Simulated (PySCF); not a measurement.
## Calculated properties of (H2Al-mu-SH)3, Al3H9S3

Species: (H2Al-mu-SH)3.
Geometry (PBE0-D3(BJ)/def2-SVP, Å), atoms numbered from 1 in this order:
```
atom  x, y, z in Å
Al1   -0.3037    1.3410   -1.9190
H2    -1.7297    0.7850   -2.3215
H3     0.5567    2.3790   -2.7556
S4    -0.3906    2.1607    0.3152
Al5   -1.3117    0.2602    1.3912
H6    -1.9147   -0.7034    0.2829
H7    -2.0727    0.7467    2.6948
S8     0.8108   -0.5790    2.0301
Al9    1.2386   -2.0056    0.1657
H10    2.7733   -2.4013    0.2373
H11    0.0258   -3.0110    0.0122
S12    1.1506   -0.5021   -1.6543
H13   -1.5456    2.8559    0.1969
H14    0.3551   -1.5474    2.8584
H15    2.3250    0.1452   -1.4902
```

PBE0-D3(BJ)/def2-SVP geometry optimisation, gas phase (PySCF):

* Rotational constants A, B, C: 1.093, 0.936, 0.576 GHz

**wB97X-D/def2-SVPD ground state, ΔSCF and vertical TDDFT (core frozen in the response) (PySCF)**

* Dipole moment: 1.68 D
* HOMO energy: -10.00 eV
* LUMO energy: 0.80 eV
* HOMO–LUMO gap: 10.80 eV
* Lowest singlet excitation: 6.76 eV (183 nm, f = 0.003 summed over 2 states within 0.01 eV)
* Lowest triplet excitation (Tamm–Dancoff): 6.41 eV
* Static isotropic polarisability: 148.0 au
* Vertical ionisation energy: 10.17 eV
* Electronic spatial extent ⟨r²⟩ about the centre of nuclear charge: 2007 bohr²

**B3LYP/pcSseg-1 (pcSseg-2 on Al) ground state and GIAO shieldings, non-relativistic (PySCF)**

- 1H chemical shifts (computed TMS as zero) by class: 4.57 (H2/H3/H6/H7/H10/H11), 0.88 (H13/H14/H15) ppm
- Isotropic shieldings of nuclei other than C and H, by class: 409 (Al1/Al5/Al9), 704 (S4/S8/S12) ppm

Monoisotopic mass (most abundant isotopes): 185.9313 u.

The dipole equals about 5.6 × 10⁻³⁰ C·m (1 D = 3.33564 × 10⁻³⁰ C·m). S1 lies 4.04 eV below the HOMO–LUMO gap. With B = h/(8π²I), that is 505.379 GHz u Å² over I, the principal moments of inertia are 462.4, 539.7 and 877.2 u Å² (most abundant isotopes); the inertial defect Ic − Ia − Ib is -124.9 u Å² (zero for a rigid planar frame, negative otherwise). The principal polarisabilities are 126.2, 154.8 and 163.2 au; their mean is the isotropic value. The largest Löwdin shares of the HOMO are 0.21 on Al5, 0.17 on H6, 0.16 on H7 and 0.09 on Al1. No computed singlet falls in the visible range (750 to 380 nm, 1.65 to 3.26 eV); S1 lies 3.50 eV above its blue end.

 NMR classes are plain means over equivalent atoms (diastereotopic ones count apart unless rotation or inversion swaps them), as if these changed places fast; in this geometry the members of some classes differ.

One conformer stands for the species.
